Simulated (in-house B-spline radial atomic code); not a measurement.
# Cu2+: [Ne] 3s2 3p5 3d9 4f1 (an excited or competing configuration)

Computed with an all-electron radial atomic-structure program (B-spline basis): non-relativistic PBEsol, spin-polarised, spherical fractional occupations, point nucleus.

Screening seen three ways: the hydrogenic charge with the same mean radius, Z_r = [3n² - l(l+1)]/(2<r>), the one with the same energy, Z_e = n√(-2ε), and Slater's rules. Values are occupation-weighted means over spin.

```csv
shell,electrons,ε (eV),<r> (bohr),Z_r,Z_e,Slater
1s,2,-8785.3,0.05293,28.34,25.41,28.70
2s,2,-1082.6,0.2388,25.13,17.84,24.85
2p,6,-955.11,0.2078,24.06,16.76,24.85
3s,2,-152.35,0.7151,18.88,10.04,18.10
3p,5,-112.64,0.7395,16.90,8.63,18.10
3d,9,-44.845,0.8476,12.39,5.45,9.20
4f,1,-6.401,5.801,3.10,2.74,3.00
```

The least bound orbital is 4f up at -6.401 eV, and it is also the most diffuse (<r> = 5.801 bohr).
